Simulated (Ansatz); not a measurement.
Program: Ansatz 0.2.0.

A structure relaxed at PBE0-D4/def2-TZVP, charge 0, multiplicity 1:

| atom | x (Å) | y (Å) | z (Å) |
| --- | --- | --- | --- |
| C1 | -0.249 | -1.571 | -1.149 |
| Si2 | -0.604 | -0.017 | -0.147 |
| Si3 | 0.618 | 1.807 | -0.956 |
| Si4 | -0.067 | -0.327 | 2.110 |
| H5 | -0.828 | -2.416 | -0.770 |
| H6 | -0.509 | -1.422 | -2.199 |
| H7 | 0.810 | -1.831 | -1.094 |
| H8 | -2.055 | 0.324 | -0.235 |
| H9 | 0.310 | 3.034 | -0.172 |
| H10 | 0.311 | 2.073 | -2.389 |
| H11 | 2.078 | 1.533 | -0.840 |
| H12 | -0.364 | 0.903 | 2.893 |
| H13 | 1.385 | -0.631 | 2.250 |
| H14 | -0.835 | -1.459 | 2.700 |

Q: Give its formula and SMILES.

A: CH10Si3, `C[SiH]([SiH3])[SiH3]`.

Q: Point group (tolerance 0.08 Å, 0.16 Å for H)?

A: Cs.

Q: Summarise the bond lengths by kind.

A: 1 × C–Si 1.883 Å; 3 × C–H 1.092 Å; 2 × Si–Si 2.340 Å; 7 × H–Si 1.488 to 1.493 Å.
